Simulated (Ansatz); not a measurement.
`C=[CH][GeH3]` → 2 C• + Ge• + 6 H•  (atomization)

Computed with Ansatz on PBE0-D4/def2-TZVP structures; ΔE is electronic, products minus reactants. CCSD(T)/CBS adds triple-zeta CCSD(T) − MP2 to the extrapolated MP2 energy (def2 sets, frozen cores). This one scheme is used for every species, atoms too. Open shells (•) are unrestricted, without spin–orbit coupling. Spin–orbit coupling would lower the free atoms: a little for C; clearly for Ge. Bonds to Ge are less sure, by a few kJ/mol each and by 10 to 20 or more in all where they break to atoms, as the def2 sets lack core-valence functions. Scalar relativity is left out up to krypton.

`C=[CH][GeH3]`:

```xyz
9

C     0.546    1.462   -0.228
C    -0.447    0.619    0.028
Ge   -0.202   -1.299    0.150
H     1.565    1.120   -0.384
H     0.387    2.535   -0.292
H    -1.449    1.019    0.176
H    -0.615   -1.810    1.542
H     1.282   -1.620   -0.096
H    -1.066   -2.024   -0.897
```

```csv
species,CCSD(T)/CBS(def2) energy (Eh)
`C=[CH][GeH3]`,-2155.78858
C•,-37.79194
Ge•,-2076.01830
H•,-0.50000
```

(1) Work out ΔE.

Largest T1 diagnostic among the species: 0.012.

Results:

(1) ΔE = 6 × (-0.50000) + 2 × (-37.79194) + (-2076.01830) − (-2155.78858) = 1.18640 Eh = +3114.9 kJ/mol.

From r2SCAN to r2SCAN0 (25 % exact exchange), in def2-TZVPP and without D4, ΔE moves by −32.4 kJ/mol: exact exchange takes away binding that semilocal exchange gives to molecules. Leaving LDA and LC-ωPBE aside and taking each functional with its dispersion term where it has one, the values, not all of them listed here, spread over 91.8 kJ/mol, from BHLYP-D4 to PBE-D4. LDA lies +381.1 kJ/mol from PBE without D4, its usual overbinding.

For atomizations the MP2-based limit and the directly extrapolated one differ by several kJ/mol either way, and by 10 to 25 for some Ge, Se and Sn compounds, so smaller differences from it don't rank the levels.
